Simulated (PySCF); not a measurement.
C₄H₈S, SMILES C1C[C@H](C)S1.

Geometry: B3LYP-D3(BJ)/def2-SVP.

Two levels are set side by side: PBE/def2-TZVP (PySCF) and ωB97X/def2-TZVP (PySCF). Same geometry, gas phase. Differences are taken from unrounded values.

```json
[
 {"quantity": "orbital gap (eV)", "PBE": "4.07"},
 {"quantity": "highest occupied level (eV)", "PBE": "-5.04"},
 {"quantity": "lowest empty level (eV)", "PBE": "-0.97"},
 {"quantity": "dipole moment (D)", "PBE": "1.89"},
 {"quantity": "mean polarisability (bohr³)", "PBE": "67.4"}
]
```

**Question.** These are the PBE values. What does ωB97X give? (The exact figures need the calculation; the answer reports its results.)

**Answer.** 
| quantity | ωB97X | PBE minus ωB97X |
|---|---|---|
| orbital gap (eV) | 10.85 | -6.78 |
| highest occupied level (eV) | -8.65 | 3.61 |
| lowest empty level (eV) | 2.19 | -3.17 |
| dipole moment (D) | 2.02 | -0.14 |
| mean polarisability (bohr³) | 64.7 | 2.7 |

Without exact exchange PBE keeps part of each electron's self-repulsion, which lifts occupied levels and narrows the gap. Loosely held outer electrons make PBE densities more polarisable. Differences between two approximate levels are no errors against the true value.

Rough cost on one machine, each run with all the roots and properties that it gave: ωB97X against PBE within a factor of 2.
